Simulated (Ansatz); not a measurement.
AlH6OPSi (`O[P]([AlH2])[SiH3]`). Charge 0, multiplicity 1.

```xyz
10

O    -1.078    1.765   -0.134
P    -0.877    0.193   -0.688
Al   -1.130   -1.051    1.250
Si    1.366   -0.008   -0.780
H    -1.418    2.309   -0.849
H    -1.834   -0.432    2.527
H    -0.643   -2.559    1.173
H     1.893    0.908   -1.826
H     2.086    0.293    0.490
H     1.635   -1.420   -1.165
```

Question: List the harmonic frequencies (cm⁻¹, unscaled) at PBE0-D4/def2-TZVP in Ansatz. (Estimate.)

Answer: Ansatz gave: 60, 121, 150, 162, 189, 241, 393, 408, 474, 543, 578, 591, 746, 776, 886, 916, 959, 1072, 1920, 1941, 2196, 2215, 2226, 3868.

Question: Is this a minimum?

Answer: Yes, all 24 modes are real.

Question: Give the ideal-gas thermochemistry at 298.15 K and 1 bar (rigid rotor, harmonic oscillator; point group C1, symmetry number 1).

Answer: Zero-point energy 141.3 kJ/mol; H(298) − E = 166.0 kJ/mol; entropy 373.4 J/(mol·K), of which translation 167.3, rotation 114.6, vibration 91.5; G(298) − E = 54.7 kJ/mol. Modes under 100 cm⁻¹ are hindered rotations or soft bends, so the harmonic entropy is rough.

Question: And at 400, 500, 600, 800 and 1000 K?

Answer: 
| T (K) | H − E (kJ/mol) | S (J/mol/K) | G − E (kJ/mol) |
| --- | --- | --- | --- |
| 400 | 179.8 | 413.1 | 14.5 |
| 500 | 194.9 | 446.8 | -28.5 |
| 600 | 211.2 | 476.5 | -74.7 |
| 800 | 246.6 | 527.3 | -175.2 |
| 1000 | 284.7 | 569.7 | -285.0 |

Question: Rotational constants (cm⁻¹)?

Answer: 0.1256, 0.08264, 0.05706.
